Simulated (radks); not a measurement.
The numbers below are computed, except where a source is named.
Task: The mean radii <r> (bohr) of the occupied orbitals of an atom or ion are listed with their occupations. Code: a radial shooting solver on a logarithmic mesh with Libxc functionals. Model: scalar-relativistic Kohn-Sham, BLYP, spin-unpolarised, spherical densities, finite nucleus; Fermi nuclear charge, rms radius of each element as measured or else 0.836 A^(1/3) + 0.57 fm.

orbital  occ.      <r>
1s          2  0.07684
2s          2   0.3645
2p          6   0.3278
3s          2    1.155
3p          6    1.268
4s          1    3.574

Name the element and its charge.

Result: Z = 20, calcium, charge +1: Ca+ in [Ar] 4s1. The 1s radius gives Z: for a bare nucleus <r> = (2 gamma + 1)/(2Z) with gamma = sqrt(1 - (Z/c)^2), 0.07446 bohr for Z = 20, and screening makes it slightly larger (0.07684 here). The occupations add up to 19, and the charge is Z minus that.
